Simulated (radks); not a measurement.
Values are calculated unless marked as measured or tabulated.
Problem. Orbital eigenvalues (eV) of the manganese ion Mn2+, [Ar] 3d5, of relativity; Dirac values are averaged over j with weights 2j + 1. Spin-unpolarised spherical Kohn-Sham, PBE, point nucleus unless stated (finite: rms radius 3.7057 fm), a radial shooting solver on a logarithmic mesh with Libxc functionals. A level marked "c x" has the speed of light scaled by that factor and shares open shells by 2j + 1; other Dirac levels either fill j = l - 1/2 first or share by 2j + 1.

shell       non-rel.
1s           -6391.9
2s           -750.29
2p           -645.65
3s           -101.92
3p           -72.031
3d           -24.474
4s (empty)   -19.218
4p (empty)   -13.833

Give the values at the level "Dirac, c x 0.85".

Solution. 
shell       Dirac, c x 0.85  change of magnitude (%)
1s                  -6467.7                    +1.19
2s                  -765.71                    +2.06
2p                  -648.45                    +0.43
3s                  -104.38                    +2.41
3p                  -72.573                    +0.75
3d                  -24.258                    -0.88
4s (empty)          -19.520                    +1.57
4p (empty)          -13.914                    +0.59
